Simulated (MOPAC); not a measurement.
MOPAC input (PM7):

```
PM7 1SCF GEO-OK AUX(PRECISION=9) THREADS=1
CH5BS2

C    -1.82147200 1   -0.16160200 1   -0.53081100 1
B    -0.32083800 1   -0.03177700 1   -0.09359200 1
S     0.48337100 1    1.56351300 1    0.18369700 1
S     0.63554100 1   -1.54406000 1    0.14012700 1
H    -2.14879700 1   -1.19477400 1   -0.65448500 1
H    -1.98952400 1    0.35969500 1   -1.47758600 1
H    -2.47603900 1    0.31226200 1    0.20632400 1
H    -0.57154300 1    2.34753000 1   -0.09900400 1
H     1.81633400 1   -1.00746400 1    0.49639600 1
```

From the output:

```
                                                       MOPAC v23.2.5 Linux

          FINAL HEAT OF FORMATION =        -30.77068 KCAL/MOL =    -128.74454 KJ/MOL

          COSMO AREA              =        125.41 SQUARE ANGSTROMS
          COSMO VOLUME            =        115.44 CUBIC ANGSTROMS

          IONIZATION POTENTIAL    =          9.108272 EV
          HOMO LUMO ENERGIES (EV) =         -9.108 -1.570
          NO. OF FILLED LEVELS    =         12
          MOLECULAR WEIGHT        =         91.9805         POINT GROUP:  Cs

          MOLECULAR DIMENSIONS (Angstroms)

            Atom       Atom       Distance
            H     9    H     7     4.50003
            H     5    H     8     3.88494
            H     7    H     6     1.71926

          SCF CALCULATIONS        =          1

   ATOM   CHEMICAL          X               Y               Z
  NUMBER   SYMBOL      (ANGSTROMS)     (ANGSTROMS)     (ANGSTROMS)

     1       C         -1.82147200  *  -0.16160200  *  -0.53081100  *
     2       B         -0.32083800  *  -0.03177700  *  -0.09359200  *
     3       S          0.48337100  *   1.56351300  *   0.18369700  *
     4       S          0.63554100  *  -1.54406000  *   0.14012700  *
     5       H         -2.14879700  *  -1.19477400  *  -0.65448500  *
     6       H         -1.98952400  *   0.35969500  *  -1.47758600  *
     7       H         -2.47603900  *   0.31226200  *   0.20632400  *
     8       H         -0.57154300  *   2.34753000  *  -0.09900400  *
     9       H          1.81633400  *  -1.00746400  *   0.49639600  *

                             CARTESIAN COORDINATES

   1    C       -1.821472000    -0.161602000    -0.530811000
   2    B       -0.320838000    -0.031777000    -0.093592000
   3    S        0.483371000     1.563513000     0.183697000
   4    S        0.635541000    -1.544060000     0.140127000
   5    H       -2.148797000    -1.194774000    -0.654485000
   6    H       -1.989524000     0.359695000    -1.477586000
   7    H       -2.476039000     0.312262000     0.206324000
   8    H       -0.571543000     2.347530000    -0.099004000
   9    H        1.816334000    -1.007464000     0.496396000

           Empirical Formula: C H5 B S2  =     9 atoms

      MOLECULAR POINT GROUP   :   Cs

                  EIGENVALUES
 -27.30886 -25.81553 -24.57853 -14.83193 -14.22626 -14.21697 -13.85477 -12.29734
 -11.01849 -10.45015 -10.26797  -9.10827  -1.56955  -0.92321  -0.59182  -0.45824
  -0.25368  -0.02610   0.00072   0.10439   0.11820   0.18160   0.40133   0.82641
   1.29427   3.00803   3.17373   4.42407   5.43484   5.57658   6.80620

              NET ATOMIC CHARGES AND DIPOLE CONTRIBUTIONS

  ATOM NO.   TYPE          CHARGE      No. of ELECS.   s-Pop       p-Pop       d-Pop
    1          C          -0.551676        4.5517     1.05220     3.49947
    2          B           0.116079        2.8839     0.65717     2.22675
    3          S          -0.224820        6.2248     1.87944     4.22843     0.11695
    4          S          -0.169199        6.1692     1.87605     4.17542     0.11773
    5          H           0.167439        0.8326     0.83256
    6          H           0.165134        0.8349     0.83487
    7          H           0.165134        0.8349     0.83487
    8          H           0.167608        0.8324     0.83239
    9          H           0.164301        0.8357     0.83570
 DIPOLE           X         Y         Z       TOTAL
 POINT-CHG.    -0.688     0.644    -0.181     0.959
 HYBRID        -0.320     0.459    -0.080     0.565
 SUM           -1.008     1.103    -0.260     1.516

          ATOMIC ORBITAL ELECTRON POPULATIONS

     Atom    s        px        py        pz      x^2-y^2     xz        z^2       yz        xy
    1  C   1.05220   1.13804   1.19324   1.16819
    2  B   0.65717   0.91017   0.83910   0.47749
    3  S   1.87944   1.32299   1.13306   1.77237   0.01059   0.00859   0.02272   0.00762   0.06744
    4  S   1.87605   1.12950   1.31632   1.72960   0.03397   0.01423   0.02019   0.00842   0.04091
    5  H   0.83256
    6  H   0.83487
    7  H   0.83487
    8  H   0.83239
    9  H   0.83570

 **********************
 *                    *
 * JOB ENDED NORMALLY *
 *                    *
 **********************

 == MOPAC DONE ==
```

The geometry given is a B3LYP-D3(BJ)/def2-TZVP minimum.
